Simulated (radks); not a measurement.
Values are calculated unless marked as measured or tabulated.
Problem. Dipole-allowed excitations along the series with 18 electrons in [Ar]. Code: a radial shooting solver on a logarithmic mesh with Libxc functionals. Model: non-relativistic Kohn-Sham, PBE, spin-polarised, spherical densities, point nucleus. Time-dependent linear response with the Hartree and adiabatic LDA kernel, continuum included through the Sternheimer equations. Lines are the poles of the dipole polarisability below minus the highest occupied eigenvalue, found on a grid refined at the orbital gaps; the lowest seven at most are given, and weak or close lines can be missed. The first line takes the name of the lowest orbital gap if no other gap lies below it; otherwise a line is named after a gap within 0.6 % of it, if that gap stands alone.

| species | -e(HOMO) (eV) | lowest orbital gap (eV) | first line (eV) | f | static alpha (bohr^3) |
|---|---|---|---|---|---|
| Zn12+ | 400.10 | 3p-3d 70.989 | 92.500 (3p-3d) | 2.18 | 0.2276 |
| Ga13+ | 452.79 | 3p-3d 75.064 | 97.585 (3p-3d) | 2.05 | 0.1927 |
| Ge14+ | 508.53 | 3p-3d 79.119 | 102.64 (3p-3d) | 1.94 | 0.1646 |
| Se16+ | 629.15 | 3p-3d 87.176 | 112.66 (3p-3d) | 1.75 | 0.1230 |
| Br17+ | 694.02 | 3p-3d 91.183 | 117.63 (3p-3d) | 1.67 | 0.1074 |

Estimate the first line of As15+, its oscillator strength and the static polarisability.

Solution. 107.66 eV (3p-3d), f = 1.84, alpha = 0.1417 bohr^3.
